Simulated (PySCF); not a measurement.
Correlation energy of F⁺ (fluorine, charge +1)

[He] 2s2 2p4, high-spin 3P determinant. Computed with PySCF 2.14 in x2c-TZVPall, with scalar relativity by spin-free X2C-1e. Frozen: 1s2; 6 electrons correlated.

MP2 pair energies summed by pair of shells (mhartree):

```tsv
pair	energy	share (%)
2p-2p	-66.48	47.2
2s-2p	-64.69	45.9
2s-2s	-9.71	6.9
```

Total MP2 correlation energy: -140.88 mhartree.

Same-spin part -34.11 and opposite-spin part -106.77 mhartree; SCS-MP2 scales them by 1/3 and 6/5 to -139.50 mhartree.

```csv
level,correlation energy (mhartree)
CCSD,-156.64
(T),-1.90
CCSD(T),-158.54
```

Diagnostics: T1 = 0.0041, D1 = 0.0077, largest double amplitude 0.028.

Cost of the coupled-cluster step: 0.51 s of wall time on 1 thread of Neoverse-N1 (shared host), for 6 correlated electrons.
